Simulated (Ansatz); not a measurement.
`C[CH2][SbH][SiH3]` + H₂ → `[CH3][SbH][SiH3]` + CH₄  (hydrogenolysis of a C–C bond)

Calculated with Ansatz (gas phase, PBE0-D4/def2-TZVP geometries, no zero-point term in ΔE). CBS: MP2 limit from def2 TZ/QZ plus the TZ coupled-cluster correction, frozen cores. This one scheme is used for every species. Functionals use def2-TZVPP. B3LYP here is the variant with VWN-RPA as its local correlation; programs differ in this. Elements past krypton have def2 core potentials. For Sb outer-core shells are correlated without core-valence functions, which leaves a few kJ/mol of doubt a bond. Each species was taken in one conformer, which may not be the lowest.

| level | ΔE (kcal/mol) | difference from CCSD(T)/CBS |
| --- | --- | --- |
| PBE-D4 | -17.4 | 0.1 |
| BLYP-D4 | -17.7 | -0.2 |
| r2SCAN-D4 | -18.4 | -0.9 |
| r2SCANh-D4 | -18.5 | -1.0 |
| CAM-B3LYP-D4 | -19.2 | -1.7 |
| ωB97X-V | -18.3 | -0.8 |
| PBE | -18.8 | -1.3 |
| revPBE | -19.6 | -2.1 |
| PBE0 | -19.3 | -1.8 |
| B3LYP | -20.8 | -3.3 |
| r2SCAN0 | -19.2 | -1.7 |
| HF/def2-SVP | -23.0 | -5.5 |
| CCSD(T)/def2-SVP | -17.6 | -0.1 |
| MP2/def2-TZVPP | -16.7 | 0.8 |
| SCS-MP2/def2-QZVPP | -17.5 | 0.0 |
| HF/CBS(def2) | -22.9 | -5.4 |
| CCSD(T)/CBS | -17.5 | 0 |

What do rigid-rotor, harmonic-oscillator terms from PBE0-D4/def2-TZVP frequencies (298.15 K, 1 bar) make of the CCSD(T)/CBS value? (An estimate is asked.)

The calculation gave: ΔZPE = +3.6 kcal/mol, ΔH = -14.3 kcal/mol, ΔS = 23 J/(mol·K), ΔG = -15.9 kcal/mol. Modes under 50 cm⁻¹ make the entropy rough.

Largest T1 diagnostic among the species: 0.013.

The D4 term adds +2.2 kcal/mol with B3LYP and +1.2 kcal/mol with PBE0; it sums over pairs of atoms, weighted by their polarisabilities, and B3LYP, whose exchange is more repulsive, gets the larger term. Leaving LDA and LC-ωPBE aside and taking each functional with its dispersion term where it has one, the values, not all of them listed here, spread over 4.0 kcal/mol, from B97M-V to revPBE-D4. LDA lies +2.0 kcal/mol from PBE without D4. In def2-TZVPP, CCSD(T) changes the Hartree–Fock value by +5.2 kcal/mol (the triples alone add +1.0 kcal/mol) and MP2 by +6.2 kcal/mol.
